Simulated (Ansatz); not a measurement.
Relaxation of GaH₅O₂S (9 atoms, charge 0, multiplicity 1), to a largest force component of 0.03 eV/Å in at most 50 steps.

These are results of Ansatz, RKS B3LYP-D4/def2-SVP, not measurements.

```xyz
9
Properties=species:S:1:pos:R:3
Ga -0.058 0.636 -0.177
H -0.110 -0.247 2.451
O 1.537 -0.119 -0.469
H 1.528 -0.884 -1.059
O -1.619 -0.053 -0.698
H -1.594 -0.924 -1.116
S -0.131 2.622 0.878
H 1.203 2.598 1.109
H -0.137 0.465 2.348
```

**Question.** Where does it end, and by what steps?

**Answer.** The run converged. After 6 steps the energy has fallen by 0.131 eV; H2 moved furthest, 0.38 Å.

| step | energy less start (eV) | largest force component (eV/Å) | accepted |
| --- | --- | --- | --- |
| 0 | 0.0000 | 1.847 | yes |
| 1 | -0.1101 | 0.216 | yes |
| 2 | -0.1202 | 0.148 | yes |
| 3 | -0.1197 | 0.357 | no |
| 4 | -0.1295 | 0.075 | yes |
| 5 | -0.1306 | 0.053 | yes |
| 6 | -0.1314 | 0.013 | yes |

```xyz
9
Properties=species:S:1:pos:R:3
Ga -0.068 0.737 -0.256
H -0.079 -0.523 2.714
O 1.523 -0.047 -0.497
H 1.504 -0.908 -0.933
O -1.620 0.023 -0.777
H -1.568 -0.857 -1.170
S -0.120 2.718 0.696
H 1.223 2.725 0.866
H -0.176 0.227 2.624
```

The run took 35 s on 2 threads of Arm Neoverse N1, on a shared host, peak memory 0.24 GiB.
